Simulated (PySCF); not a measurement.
Computed shifts of a molecule C4H9NSi, PBE/pcSseg-1 (PySCF), GIAO, gas phase, atoms alike by connectivity averaged where their shifts nearly agree, in ppm (number of nuclei): ¹³C: 169.1 (1), 44.9 (1), 34.3 (1), 24.1 (1). ¹⁵N: 360.7 (1). ²⁹Si: -56.8 (1). ¹H: 4.82 (1), 4.62 (1), 3.63 (3), 2.86 (2), 2.60 (1), 2.39 (1). References: ¹³C against TMS (σ = 182.0 ppm); ¹⁵N against NH3 (σ = 267.0 ppm); ²⁹Si against TMS (σ = 335.4 ppm); ¹H against TMS (σ = 31.49 ppm), references at their B3LYP-D3(BJ)/def2-TZVP geometries, non-relativistic. Geometry optimised at ωB97X-D3(BJ)/def2-SVP. Other conformers were not sampled.

### Question
Pick the molecule that these values belong to.
A. CN=C1C[SiH2]C1
B. C[C@H]1C=C[Si@H]1N
C. C[Si]1(C)C=NC1
D. C=C/C(C)=N\[SiH3]

### Answer
A, CN=C1C[SiH2]C1
